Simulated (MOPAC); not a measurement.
Job for MOPAC: AM1 on H4N2Si (SMILES N[Si]N), a point of a torsion scan.

```
AM1 1SCF PRECISE CHARGE=0 THREADS=1
H4N2Si

N      1.37446204 1    -0.00516685 1    -0.02272761 1
Si    -0.07478533 1    -0.42244947 1     0.83321454 1
N     -0.99635937 1     1.01965855 1     0.66038513 1
H      1.64949219 1    -0.56024407 1    -0.81720793 1
H      1.57362938 1     0.97083377 1    -0.21984041 1
H     -0.68399041 1     1.85392961 1     0.17820265 1
H     -1.84729410 1     1.18421182 1     1.17056612 1
```

Output:

```
*******************************************************************************
 **                                                                           **
 **                              MOPAC v23.2.5                                **
 **                                                                           **
 *******************************************************************************
 ** MOPAC's Digital Object Identifier: https://doi.org/10.5281/zenodo.6511958 **
 **                                                                           **
 ** Please cite the open-source release paper for use of this MOPAC version:  **
 ** J. E. Moussa and J. J. P. Stewart (2026)                                  **
 ** MOPAC: An open-source semiempirical molecular orbital program             **
 ** J. Open Source Softw., 11(119), 8025, https://doi.org/10.21105/joss.08025 **
 *******************************************************************************

                              AM1 CALCULATION RESULTS

 *******************************************************************************
 *  AM1        - The AM1 Hamiltonian to be used
 *
 *
 *
 *                 CHARGE ON SYSTEM = 0
 *
 *
 *
 *  PRECISE    - TIGHTER CRITERIA TO BE USED
 *  1SCF       - DO 1 SCF AND THEN STOP
 *  THREADS=1  - MULTI-THREADING NOT USED
 *  T=         - A TIME OF 172800.0 SECONDS REQUESTED
 *  DUMP=N     - RESTART FILE WRITTEN EVERY 7200.0 SECONDS REQUESTED
 *******************************************************************************
AM1 1SCF PRECISE CHARGE=0 THREADS=1
 H4N2Si

   ATOM   CHEMICAL          X               Y               Z
  NUMBER   SYMBOL      (ANGSTROMS)     (ANGSTROMS)     (ANGSTROMS)

     1       N          1.37446204  *  -0.00516685  *  -0.02272761  *
     2      Si         -0.07478533  *  -0.42244947  *   0.83321454  *
     3       N         -0.99635937  *   1.01965855  *   0.66038513  *
     4       H          1.64949219  *  -0.56024407  *  -0.81720793  *
     5       H          1.57362938  *   0.97083377  *  -0.21984041  *
     6       H         -0.68399041  *   1.85392961  *   0.17820265  *
     7       H         -1.84729410  *   1.18421182  *   1.17056612  *



          CARTESIAN COORDINATES

    NO.       ATOM           X           Y           Z

     1         N          1.3745     -0.0052     -0.0227
     2        Si         -0.0748     -0.4224      0.8332
     3         N         -0.9964      1.0197      0.6604
     4         H          1.6495     -0.5602     -0.8172
     5         H          1.5736      0.9708     -0.2198
     6         H         -0.6840      1.8539      0.1782
     7         H         -1.8473      1.1842      1.1706

  H: (AM1): M.J.S. DEWAR ET AL, J. AM. CHEM. SOC. 107 3902-3909 (1985)
  N: (AM1): M.J.S. DEWAR ET AL, J. AM. CHEM. SOC. 107 3902-3909 (1985)
 Si: (AM1): M.J.S.DEWAR, C. JIE, ORGANOMETALLICS, 6, 1486-1490 (1987).

           Empirical Formula: H4 N2 Si  =     7 atoms



      MOLECULAR POINT GROUP   :   C1


      RHF CALCULATION, NO. OF DOUBLY OCCUPIED LEVELS = 9


 -------------------------------------------------------------------------------
 AM1 1SCF PRECISE CHARGE=0 THREADS=1
 H4N2Si



     1SCF WAS SPECIFIED, SO BFGS WAS NOT USED
     SCF FIELD WAS ACHIEVED


                              AM1 CALCULATION
                                                       MOPAC v23.2.5 Linux




          FINAL HEAT OF FORMATION =        -16.39203 KCAL/MOL =     -68.58426 KJ/MOL


          COSMO AREA              =         99.77 SQUARE ANGSTROMS
          COSMO VOLUME            =         86.85 CUBIC ANGSTROMS

          IONIZATION POTENTIAL    =          7.271198 EV
          HOMO LUMO ENERGIES (EV) =         -7.271  0.314
          NO. OF FILLED LEVELS    =          9
          MOLECULAR WEIGHT        =         60.1305         POINT GROUP:  C1

          MOLECULAR DIMENSIONS (Angstroms)

            Atom       Atom       Distance
            H     7    H     4     4.38428
           Si     2    H     6     2.18719
            H     4    H     5     0.94389


          SCF CALCULATIONS        =          1





   ATOM   CHEMICAL          X               Y               Z
  NUMBER   SYMBOL      (ANGSTROMS)     (ANGSTROMS)     (ANGSTROMS)

     1       N          1.37446204  *  -0.00516685  *  -0.02272761  *
     2      Si         -0.07478533  *  -0.42244947  *   0.83321454  *
     3       N         -0.99635937  *   1.01965855  *   0.66038513  *
     4       H          1.64949219  *  -0.56024407  *  -0.81720793  *
     5       H          1.57362938  *   0.97083377  *  -0.21984041  *
     6       H         -0.68399041  *   1.85392961  *   0.17820265  *
     7       H         -1.84729410  *   1.18421182  *   1.17056612  *

                             CARTESIAN COORDINATES

   1    N        1.374462040    -0.005166850    -0.022727610
   2   Si       -0.074785330    -0.422449470     0.833214540
   3    N       -0.996359370     1.019658550     0.660385130
   4    H        1.649492190    -0.560244070    -0.817207930
   5    H        1.573629380     0.970833770    -0.219840410
   6    H       -0.683990410     1.853929610     0.178202650
   7    H       -1.847294100     1.184211820     1.170566120


           Empirical Formula: H4 N2 Si  =     7 atoms



      MOLECULAR POINT GROUP   :   C1


                  EIGENVALUES
 -32.45617 -31.51841 -16.81265 -16.18096 -15.85921 -14.28281 -11.16540 -10.10430
  -7.27120   0.31359   2.11103   2.94397   5.13596   5.30139   6.00866   6.09012


              NET ATOMIC CHARGES AND DIPOLE CONTRIBUTIONS

  ATOM NO.   TYPE          CHARGE      No. of ELECS.   s-Pop       p-Pop
    1          N          -0.666989        5.6670     1.55307     4.11392
    2         Si           0.650899        3.3491     1.40327     1.94583
    3          N          -0.661391        5.6614     1.53548     4.12591
    4          H           0.178840        0.8212     0.82116
    5          H           0.148356        0.8516     0.85164
    6          H           0.162368        0.8376     0.83763
    7          H           0.187917        0.8121     0.81208
 DIPOLE           X         Y         Z       TOTAL
 POINT-CHG.    -1.134    -1.818     0.917     2.331
 HYBRID         0.864     4.290    -2.235     4.914
 SUM           -0.271     2.472    -1.318     2.814


          ATOMIC ORBITAL ELECTRON POPULATIONS

     Atom    s        px        py        pz
    1  N   1.55307   1.58426   1.13379   1.39587
    2 Si   1.40327   0.47624   0.93316   0.53643
    3  N   1.53548   1.31416   1.27748   1.53426
    4  H   0.82116
    5  H   0.85164
    6  H   0.83763
    7  H   0.81208

 **********************
 *                    *
 * JOB ENDED NORMALLY *
 *                    *
 **********************




 == MOPAC DONE ==
```

The run finished.

Cost: about 0.020 core-seconds (a rough figure).
